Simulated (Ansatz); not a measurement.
C8H12Sn (SMILES C=[CH][Sn]([CH]=C)([CH]=C)[CH]=C), singlet, at a GFN2-xTB geometry (such geometries of metal compounds can be far from the true shape) (all electrons, no relativity). Base run: CAM-B3LYP/3-21G in Ansatz (a quantum-chemistry and plane-wave program).

Geometry (Å):
```xyz
21

C     -2.3496     1.9838    -0.1018
C     -1.3143     1.6281     0.6335
Sn     0.1112     0.0756     0.0945
C     -0.3061    -1.7054     1.2736
C     -1.4085    -1.9015     1.9702
C     -0.0538    -0.3842    -2.0235
C     -0.4833    -1.5289    -2.5176
C      2.1259     0.7763     0.5255
C      3.1460     0.6935    -0.3064
H     -2.5640     1.5241    -1.0526
H     -3.0355     2.7578     0.2128
H     -1.1444     2.1233     1.5800
H      0.4592    -2.4697     1.2645
H     -2.1986    -1.1697     2.0127
H     -1.5741    -2.8079     2.5353
H      0.2378     0.4076    -2.7006
H     -0.7875    -2.3485    -1.8875
H     -0.5522    -1.7020    -3.5825
H      2.2773     1.2172     1.5015
H      4.1296     1.0548    -0.0417
H      3.0529     0.2633    -1.2900
```
All else is at Ansatz's defaults.
Base energy -6309.53723 Eh.

The base run was repeated with changes; each row names its change, and settings that it needs were set with it.

```csv
change,ΔE vs base (mEh)
base,0.000
lower_state_search = full,0.000
accuracy = high,0.039
"final_grid = 4, 8, 17",-0.106
"point_charge = charge:-1.0 position_ang:-5.1463, 5.2884, -0.7061",-4.785
"final_grid = 14, 28, 59",-0.001
"final_grid = 6, 12, 29",-0.005
"final_grid = 10, 20, 41",-0.001
lower_state_search = off,0.000
"point_charge = charge:1.0 position_ang:2.5001, 4.3302, -5.4143",-1.536
```
